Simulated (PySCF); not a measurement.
Ionisation energies (eV) were calculated with PySCF 2.14 by PBE, LDA, UHF, in another order, as differences of total energies without spin-orbit coupling. The measured values are between term centres (NIST).

| species | measured | A | B | C |
| --- | --- | --- | --- | --- |
| Al⁺ (aug-cc-pVQZ-DK, spin-free X2C) | 18.829 | 18.795 | 17.551 | 18.931 |
| Ca (aug-cc-pVQZ-X2C, spin-free X2C) | 6.113 | 6.101 | 5.137 | 6.244 |
| Ga⁺ (aug-cc-pVQZ-DK, spin-free X2C) | 20.515 | 20.750 | 18.749 | 21.120 |
| Br (aug-cc-pVQZ-PP with ECP10MDF, ECP) | 11.844 | 11.748 | 10.708 | 12.026 |
| Sn⁺ (aug-cc-pVQZ-DK3, spin-free X2C) | 14.282 | 14.218 | 13.747 | 14.405 |
| Sb (aug-cc-pVQZ-PP with ECP28MDF, ECP) | 9.124 | 8.964 | 8.576 | 9.121 |
| I (aug-cc-pVQZ-DK3, spin-free X2C) | 10.519 | 10.512 | 9.543 | 10.805 |
| Re (aug-cc-pVQZ-PP with ECP60MDF, ECP) | 7.834 | 7.550 | 5.923 | 8.047 |

Problem. Which column is which method?

Solution. A is PBE (mean error -0.05 eV); B is UHF (mean error -1.14 eV); C is LDA (mean error 0.21 eV). PBE, with gradient corrections, lies close to experiment on average, with errors of both signs. Hartree-Fock lacks the correlation of the electron removed and comes out lowest. LDA overbinds the outer electron and comes out highest.
